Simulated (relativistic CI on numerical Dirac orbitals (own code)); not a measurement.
Transition arrays of Sn VI

Computed by Dirac-Coulomb-Breit CI, separate exchange-only KLI orbitals for each configuration, a model potential for QED, valence Slater integrals scaled by 0.9, whole transition arrays (own radial code, finite nucleus).

Configuration list (outside the closed core [Ar] 3d10 4s2): 4p⁶4d⁹, 4p⁶4d⁸4f, 4p⁵4d¹⁰, 4p⁶4d⁸5p, 4p⁶4d⁸5f. Levels of other configurations are missing.

All E1 lines from the levels of 4p⁶4d⁹; mean and standard deviation are weighted by gf, and upper levels are sorted by their leading configuration.

| Upper configuration | Lines | Σgf | Mean (eV) | Mean (nm) | σ (eV) | Strongest line (nm) |
| --- | --- | --- | --- | --- | --- | --- |
| 4p⁶4d⁸4f | 81 | 29.1 | 63.95 | 19.386 | 1.57 | 19.276 |
| 4p⁵4d¹⁰ | 1 | 7.1 | 86.64 | 14.310 | n/a | 14.310 |
| 4p⁶4d⁸5p | 60 | 10.4 | 41.15 | 30.128 | 1.19 | 30.087 |
| 4p⁶4d⁸5f | 83 | 88.2 | 80.63 | 15.376 | 2.30 | 15.321 |

Σgf per state of the lower configuration in bins of 0.5 nm over the central range (centre: value): 14.25: 0.71, 14.75: 1.44, 15.25: 4.24, 15.75: 2.74, 16.25: 0.10, 17.25: 0.13, 17.75: 0.12, 18.75: 0.26, 19.25: 2.25, 20.25: 0.25, 20.75: 0.05, 21.25: 0.06, 29.25: 0.12, 29.75: 0.31, 30.25: 0.26.

Problem. How do configuration mixing and the scaling of the Slater integrals move the arrays?

Solution. Slater scale 0.9, no configuration mixing: 4p⁶4d⁸4f 68.7 ± 1.5 eV (Σgf 87.9), 4p⁵4d¹⁰ 74.1 ± 3.2 eV (Σgf 6.0), 4p⁶4d⁸5p 41.2 ± 1.2 eV (Σgf 12.3), 4p⁶4d⁸5f 75.5 ± 1.3 eV (Σgf 17.1); Slater scale 1: 4p⁶4d⁸4f 64.7 ± 1.8 eV (Σgf 27.1), 4p⁵4d¹⁰ 86.0 ± 1.4 eV (Σgf 22.3), 4p⁶4d⁸5p 41.2 ± 1.3 eV (Σgf 10.3), 4p⁶4d⁸5f 80.6 ± 2.3 eV (Σgf 77.1); Slater scale 0.8: 4p⁶4d⁸4f 63.1 ± 1.3 eV (Σgf 30.9), 4p⁵4d¹⁰ 85.4 ± 0.0 eV (Σgf 6.8), 4p⁶4d⁸5p 41.1 ± 1.1 eV (Σgf 10.6), 4p⁶4d⁸5f 79.9 ± 2.0 eV (Σgf 84.6). With mixing, levels are counted to their leading configuration, so an array can shrink or vanish into another, and the sums then hold other lines.
